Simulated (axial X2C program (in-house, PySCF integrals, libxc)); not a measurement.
**Which molecule gave these maps?**

PBE0 fields computed with an axial X2C code built on PySCF integrals, without spin–orbit coupling, near the equilibrium distance, one atom at z = 0.

The maps cover the half plane through the axis: z from -2.4 to 5.4 Å along the bond, ρ from 0.15 to 2.25 Å away from it.

log10 of the density in e/bohr³:

```
 ρ\z  -2.4  -1.8  -1.2  -0.6   0.0   0.6   1.2   1.8   2.4   3.0   3.6   4.2   4.8   5.4
0.15  -2.8  -2.0  -1.3  -0.1   1.8  -0.1  -1.2  -1.5  -0.4   1.4  -0.4  -1.8  -2.4  -2.7
0.45  -2.8  -2.1  -1.4  -0.5   0.4  -0.5  -1.3  -1.6  -0.7  -0.1  -0.7  -1.9  -2.4  -2.8
0.75  -2.9  -2.2  -1.6  -1.0  -0.6  -1.0  -1.5  -1.7  -1.2  -0.7  -1.2  -2.1  -2.5  -2.8
1.05  -3.1  -2.4  -1.8  -1.4  -1.2  -1.4  -1.7  -1.9  -1.8  -1.4  -1.8  -2.3  -2.6  -2.9
1.35  -3.2  -2.6  -2.1  -1.7  -1.6  -1.7  -1.9  -2.2  -2.2  -2.1  -2.2  -2.4  -2.7  -3.0
1.65  -3.5  -2.9  -2.4  -2.1  -2.0  -2.0  -2.2  -2.4  -2.5  -2.4  -2.4  -2.5  -2.8  -3.1
1.95  -3.7  -3.2  -2.7  -2.4  -2.3  -2.4  -2.5  -2.7  -2.7  -2.6  -2.6  -2.7  -3.0  -3.3
2.25  -3.9  -3.5  -3.1  -2.8  -2.7  -2.7  -2.9  -2.9  -2.9  -2.8  -2.8  -2.9  -3.1  -3.5
```

Electron localisation function (collinear form, no current term, damped to 0 at low density):

```
 ρ\z  -2.4  -1.8  -1.2  -0.6   0.0   0.6   1.2   1.8   2.4   3.0   3.6   4.2   4.8   5.4
0.15  0.62  0.87  0.71  0.54  0.76  0.54  0.69  0.19  0.87  0.85  0.89  0.12  0.54  0.97
0.45  0.58  0.86  0.76  0.32  0.77  0.31  0.74  0.20  0.81  0.62  0.84  0.08  0.65  0.97
0.75  0.49  0.82  0.82  0.31  0.33  0.27  0.79  0.24  0.45  0.85  0.53  0.08  0.82  0.97
1.05  0.35  0.75  0.83  0.59  0.36  0.54  0.79  0.32  0.08  0.39  0.13  0.22  0.93  0.96
1.35  0.20  0.63  0.78  0.75  0.65  0.69  0.74  0.36  0.04  0.09  0.14  0.64  0.97  0.94
1.65  0.08  0.45  0.68  0.73  0.69  0.66  0.63  0.32  0.09  0.17  0.49  0.91  0.97  0.86
1.95  0.02  0.24  0.51  0.61  0.59  0.55  0.46  0.21  0.17  0.48  0.85  0.96  0.95  0.66
2.25  0.01  0.08  0.28  0.42  0.41  0.37  0.26  0.12  0.20  0.66  0.91  0.94  0.83  0.34
```

Axial spin density in 10⁻³ e/bohr³:

```
 ρ\z  -2.4  -1.8  -1.2  -0.6   0.0   0.6  1.2   1.8  2.4   3.0   3.6  4.2  4.8  5.4
0.15   0.1   0.4   1.3  -0.5  58.5   0.2  2.4  -0.7  1.9  15.3  18.0  0.4  2.4  1.6
0.45   0.1   0.6   2.7   5.1   6.4   7.0  4.5   0.0  0.4  -2.7   2.9  1.2  2.4  1.5
0.75   0.1   0.7   3.8  13.1  13.0  16.8  6.2   0.9  0.8   0.4   1.1  2.4  2.4  1.3
1.05   0.1   0.7   3.6  13.2  21.7  16.6  6.0   1.4  1.4   2.7   2.9  3.0  2.2  1.1
1.35   0.1   0.6   2.7   8.8  14.6  11.1  4.5   1.4  1.5   2.9   3.4  2.9  1.9  0.9
1.65   0.1   0.4   1.7   4.8   7.6   6.2  2.9   1.1  1.3   2.4   2.8  2.3  1.4  0.7
1.95   0.1   0.3   0.9   2.4   3.6   3.1  1.6   0.8  0.9   1.7   2.0  1.6  1.0  0.5
2.25   0.0   0.2   0.5   1.1   1.7   1.5  0.8   0.5  0.6   1.1   1.3  1.0  0.7  0.3
```

Which molecule is it?
A. IrB
B. SbH
C. CoIn
D. CaSb

D. CaSb, with Sb at z = 0 and Ca at z = 3.001 Å, state M_S = 3/2, Λ = 0 (beyond evenly filled blocks: σα, π+α, π-α), basis Sb dyall-cv3z [11s12p8d4f1g], Ca dyall-cv3z [11s12p6d4f] (cores contracted in-house). Occupations by symmetry block were frozen at the best pattern of an incomplete PBE0 search. PBE0 can misorder states that lie within some tenths of an eV, so this need not be the ground state of the molecule. The nearest other spin-free determinant of the search, M_S = 1/2, Λ = 0, lies 0.06 eV up at the distance of the search.
